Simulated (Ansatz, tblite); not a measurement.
Cost and result up the ladder for the cluster Ca₂O₂ (4 atoms). Total charge 0; singlet. Geometry: PBE0-D4/def2-TZVP.

```tsv
atom	x (Å)	y (Å)	z (Å)
Ca1	0.477	-0.981	0.993
Ca2	-0.470	0.985	-0.992
O3	0.491	-0.807	-1.033
O4	-0.498	0.803	1.033
```

Ansatz on 4 threads of Intel Xeon 6975P-C on a shared host; xTB runs through tblite on one thread. Times are rough, summed over both states, and most runs start from the orbitals of an earlier one. ωB97M-V/def2-TZVP serves as the yardstick here, not as an exact answer. The other state is a triplet at its own geometry.

The xTB rows come from tblite. B3LYP takes the VWN-RPA correlation. Correlated methods freeze 12 core orbitals; core or outer-core shells of Ca are correlated, in sets that lack core-valence functions. The structure comes from a short search, and lower isomers may exist.

xTB has no spin-polarisation term.

```json
{"level": "GFN1-xTB", "functions": "26", "wall time": "0.008 s", "triplet − singlet (eV)": "2.52", "difference from ωB97M-V/def2-TZVP (eV)": "0.25", "remarks": "–"}
{"level": "GFN2-xTB", "functions": "26", "wall time": "0.012 s", "triplet − singlet (eV)": "0.94", "difference from ωB97M-V/def2-TZVP (eV)": "-1.33", "remarks": "–"}
{"level": "PBE-D4/def2-TZVP", "functions": "134", "wall time": "2.4 s", "triplet − singlet (eV)": "1.80", "difference from ωB97M-V/def2-TZVP (eV)": "-0.47", "remarks": "–"}
{"level": "MP2/def2-TZVP", "functions": "134", "wall time": "3 s", "triplet − singlet (eV)": "2.74", "difference from ωB97M-V/def2-TZVP (eV)": "0.47", "remarks": "–"}
{"level": "PBE0-D4/def2-TZVP", "functions": "134", "wall time": "3 s", "triplet − singlet (eV)": "1.82", "difference from ωB97M-V/def2-TZVP (eV)": "-0.45", "remarks": "–"}
{"level": "B3LYP-D4/def2-TZVP", "functions": "134", "wall time": "3.4 s", "triplet − singlet (eV)": "1.76", "difference from ωB97M-V/def2-TZVP (eV)": "-0.51", "remarks": "–"}
{"level": "RPA@PBE/def2-TZVP", "functions": "134", "wall time": "3.7 s", "triplet − singlet (eV)": "0.91", "difference from ωB97M-V/def2-TZVP (eV)": "-1.36", "remarks": "–"}
{"level": "r2SCANh-D4/def2-TZVP", "functions": "134", "wall time": "5.1 s", "triplet − singlet (eV)": "1.81", "difference from ωB97M-V/def2-TZVP (eV)": "-0.46", "remarks": "–"}
{"level": "r2SCAN-D4/def2-TZVP (with forces)", "functions": "134", "wall time": "5.1 s", "triplet − singlet (eV)": "1.81", "difference from ωB97M-V/def2-TZVP (eV)": "-0.46", "remarks": "–"}
{"level": "BHLYP-D4/def2-TZVP", "functions": "134", "wall time": "6.2 s", "triplet − singlet (eV)": "1.71", "difference from ωB97M-V/def2-TZVP (eV)": "-0.56", "remarks": "–"}
{"level": "B97M-V/def2-TZVP", "functions": "134", "wall time": "8.1 s", "triplet − singlet (eV)": "1.56", "difference from ωB97M-V/def2-TZVP (eV)": "-0.72", "remarks": "–"}
{"level": "ωB97M-V/def2-TZVP", "functions": "134", "wall time": "21 s", "triplet − singlet (eV)": "2.27", "difference from ωB97M-V/def2-TZVP (eV)": "0.00", "remarks": "–"}
{"level": "CCSD(T)/def2-TZVPP", "functions": "134", "wall time": "34 s", "triplet − singlet (eV)": "1.77", "difference from ωB97M-V/def2-TZVP (eV)": "-0.50", "remarks": "large T1 (singlet), large T1 (triplet)"}
```
